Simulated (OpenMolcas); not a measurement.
An atom or ion with 56 electrons was computed by SS-CASPT2, IPEA 0.25 Eh, imaginary shift 0.1 Eh with spin-orbit coupling (OpenMolcas, ANO-RCC-VTZP, DKH2). The lowest levels that the run gave, each within 12 % of the measured value where one is at hand:

```
J  Parity  E (cm⁻¹)      g
4    even       0.0  0.807
5    even      3010  1.033
6    even      6190  1.167
2    even      6500  0.673
3    even      8470  1.084
4    even      8790  1.131
4    even     12760  1.112
```

Question: Which ion is it, and what are the configurations and terms?

Answer: Nd4+ (Z = 60, charge +4; active space 2 electrons in 7 orbitals (4f)). J, parity and g give the terms where levels are pure, and mixed ones are named by the computed weights; the size of the splittings, set against known spectra of the 56-electron sequence, gives the charge. In order, with the measured energies in cm⁻¹ (the list in Carvajal Gallego et al., Mon. Not. R. Astron. Soc. 518, 332 (2023)): 4f² ³H₄, 4f² ³H₅ (2834), 4f² ³H₆ (5743), 4f² ³F₂ (5894), 4f² ³F₃ (7785), 4f² ³F₄ [54 %], 4f² ¹G₄ [53 %].

CASPT2 breaks the degeneracy within a term, and the mean is taken; among the terms shown or strongly mixed into the levels shown the widest spread is 410 cm-1 (4f² ¹G). Some high roots are left out of the spin-orbit mixing, which shifts the levels that they would mix with. Computed and measured levels are paired by configuration, term and J; levels that our copy of the source lacks, or whose pairing is in doubt (as where it misses far off the trend of its configuration), stay unpaired and out of the deviations. Levels of configurations outside the active space are missing.

A share in square brackets marks a mixed level and gives the weight of the term that names it.
